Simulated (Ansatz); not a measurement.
`[SiH3]CC[AsH2]`. Charge 0, multiplicity 1. Geometry: relaxed with PBE0-D4/def2-TZVP. It is one conformer, not always the lowest.

```xyz
13

Si    1.802    0.892   -0.101
C     0.161    0.168    0.468
C    -0.639   -0.446   -0.670
As   -2.388   -1.242   -0.189
H     1.568    1.955   -1.117
H     2.553    1.481    1.041
H     2.640   -0.169   -0.725
H    -0.417    0.959    0.957
H     0.361   -0.581    1.241
H    -0.079   -1.247   -1.162
H    -0.857    0.294   -1.446
H    -2.840   -0.067    0.673
H    -1.864   -1.997    1.028
```

Task: What is the dipole moment at PBE/def2-TZVPP? (Estimate.)

Result: Ansatz gave: 0.34 D, with components (0.15, 0.13, 0.28) D in this frame, pointing from negative to positive charge.

Task: And with r2SCAN, B3LYP, ωB97M-V? (Estimate.)

Result: Computed: r2SCAN 0.44 D, B3LYP 0.32 D, ωB97M-V 0.34 D.

Task: Give the Mulliken charges with PBE, ωB97M-V, B3LYP in def2-TZVPP. (Estimate.)

Result: Computed: 
| atom | PBE | ωB97M-V | B3LYP |
| --- | --- | --- | --- |
| Si1 | 0.19 | 0.18 | 0.27 |
| C2 | -0.18 | -0.28 | -0.20 |
| C3 | -0.25 | -0.33 | -0.26 |
| As4 | 0.06 | 0.02 | 0.09 |
| H5 | -0.06 | -0.03 | -0.07 |
| H6 | -0.06 | -0.03 | -0.07 |
| H7 | -0.06 | -0.03 | -0.07 |
| H8 | 0.09 | 0.11 | 0.08 |
| H9 | 0.09 | 0.11 | 0.08 |
| H10 | 0.12 | 0.14 | 0.11 |
| H11 | 0.12 | 0.14 | 0.11 |
| H12 | -0.03 | 0.00 | -0.04 |
| H13 | -0.03 | 0.00 | -0.04 |

B3LYP here is the variant with VWN-RPA as its local correlation; programs differ in this.
